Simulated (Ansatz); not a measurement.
C₂H₂Cl, doublet (typed; the unrestricted solution is spin-contaminated), geometry from GFN2-xTB; MP2/def2-SVP (Ansatz, a first-principles code).

Input for Ansatz:
Ansatz 0.2 input:
```yaml
crystal:
  periodic: [false, false, false]
  atoms:
    - {symbol: C, position_ang: [0.10210539, 0.67520826, 0.00485216]}
    - {symbol: C, position_ang: [1.34731481, 1.04507097, 0.01187153]}
    - {symbol: Cl, position_ang: [-0.73486159, -0.75123729, -0.00767688]}
    - {symbol: H, position_ang: [2.19266263, 0.35806744, 0.01041576]}
    - {symbol: H, position_ang: [1.60346329, 2.09129104, 0.01974902]}
basis:
  gaussian:
    orbitals: def2-SVP
magnetization: {spin_polarized: true, initial_magnetization: 1}
correlation: {method: mp2, electrons: outside_noble_gas}
accuracy: high
```

It wrote (shortened):

```
Functional definition: HF
1203 factors; integrals over basis functions are off by at most 4.0e-9 eV
mean field evaluation 1: about -14585.9765 eV, gradient 1.6e1 eV
mean field evaluation 2: about -14585.9841 eV, gradient 1.6e1 eV
mean field evaluation 4: about -14587.9186 eV, gradient 2.7e0 eV
mean field evaluation 8: about -14588.0915 eV, gradient 5.9e-1 eV
mean field evaluation 16: about -14588.1472 eV, gradient 1.6e-8 eV
mean field -14588.14718819 eV, -536.1045209647 hartree, gradient 1.8e-8 eV, S^2 0.942181; 0 other end points of the search recorded, 0 dependent functions left out
7 core orbitals not correlated
reference -14588.14718819 eV, -536.1045209647 hartree; 9, 8 occupied and 40, 41 virtual orbitals, 1203 factors
second order -9.79793038 eV of doubles, -0.00000000 eV of singles
Total energy: -14597.94511857 eV, -536.4645882649 hartree
```
